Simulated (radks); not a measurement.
Values are calculated unless marked as measured or tabulated.
Question: Ru II, configuration [Kr] 4d5 5s1 5p1 (not the ground configuration). Code: a radial shooting solver on a logarithmic mesh with Libxc functionals. Model: Dirac Kohn-Sham, PBE, spin-unpolarised, spherical densities, point nucleus; open shells fill j = l - 1/2 first. Some entries of the table are withheld. Estimate them.

orbital  occ.  eigenvalue (hartree)  <r> (bohr)
1s1/2       2             -806.3844     0.03343
2s1/2       2             -116.4561      0.1453
2p1/2       2             -107.6502      0.1236
2p3/2       4             -102.8391      0.1284
3s1/2       2             -21.02306      0.4024
3p1/2       2             -17.60807      0.3956
3p3/2       4             -16.79158      0.4063
3d3/2       4             -10.75026      0.3820
3d5/2       6             -10.59116      0.3855
4s1/2       2              -3.40668       1.012
4p1/2       2              -2.38153       1.093
4p3/2       4              -2.25382       1.122
4d3/2       4              -0.72688       1.485
4d5/2       1              -0.71242       1.500
5s1/2       1              -0.50613         (1)
5p1/2       1              -0.31833         (2)
5p3/2       0              -0.30716         (3)

Answer: 
(1) 5s1/2 <r> (bohr): 2.801
(2) 5p1/2 <r> (bohr): 3.425
(3) 5p3/2 <r> (bohr): 3.513
